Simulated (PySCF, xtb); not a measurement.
C2H10N2Si2, SMILES [SiH2]1CN[Si@@H](C1)N.

GFN2-xTB run with xtb 6.7.1 at its own geometry gives an orbital gap of 4.80 eV and a dipole moment of 0.70 D.

Coordinates come from a PBE0-D3(BJ)/def2-SVP optimisation. The structure was generated by enumeration; whether it is a known compound was not checked. Other conformers were not sampled.

### Question
What does PBE/def2-TZVP (PySCF) give? (Estimate from the structure and the level; the computed values follow.)

### Answer
gap 5.33 eV (levels -5.30 and 0.04 eV), dipole 0.93 D.
